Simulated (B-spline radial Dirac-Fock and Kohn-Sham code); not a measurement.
## Atomic SCF run for Rh

ΔSCF core binding energies without Breit or QED terms, calculated with a radial atomic solver. Keys: rel is the Hamiltonian (dirac, or spin-free x2c and nr, where L3 and M5 stand for the whole 2p and 3d shells), method is hf or an exchange,correlation pair (spin-unpolarised, also for the hole states), nuc the nuclear model, radius_factor scales its radius, rmax is the box in bohr, h the logarithmic mesh step, order the B-spline order, points the quadrature points per cell, c_factor scales the speed of light, and damp, ndamp, maxit and tol steer the iteration. The run stops when the commutator error falls below 10·tol·max(1, Z/10), or the numerical noise floor, and the energy has settled to about 1e-8 Ha; the virial ratio is −V/T.

Input (task.json):

```json
{"items": [{"Z": 45, "q": 0, "cfg": [[1, 0, 2], [2, 0, 2], [2, 1, 6], [3, 0, 2], [3, 1, 6], [3, 2, 10], [4, 0, 2], [4, 1, 6], [4, 2, 8], [5, 0, 1]], "A": 103, "rrms": 4.4945, "do": "settings", "holes": ["K", "L3", "M5"],
  "settings": [{"rel": "dirac", "method": "hf", "nuc": "fermi", "radius_factor": 1.0, "rmax": 45.0, "h": 0.3, "order": 8, "points": 10, "c_factor": 1.0, "maxit": 60, "damp": 0.5, "ndamp": 3, "tol": 1e-08, "cfg": "1s2 2s2 2p6 3s2 3p6 3d10 4s2 4p6 4d8 5s3"}]}]}
```

Command: `python xray2_run.py task.json out`

The program stops without a result: overfilled shell.

**Question.** One setting is unsound. Which, and why?

**Answer.** cfg puts more electrons in a shell than it can hold. With the default settings (Dirac Hartree-Fock): The ground state converged in 10 iterations, with total energy -4782.64583 Ha, virial ratio 1.95904 and highest orbital energy -6.21 eV. ΔSCF binding energies: K (1s) 23296.1 eV, L3 (2p3/2) 3018.2 eV. Holes are computed only in closed shells, and unreliable hole states are left out.
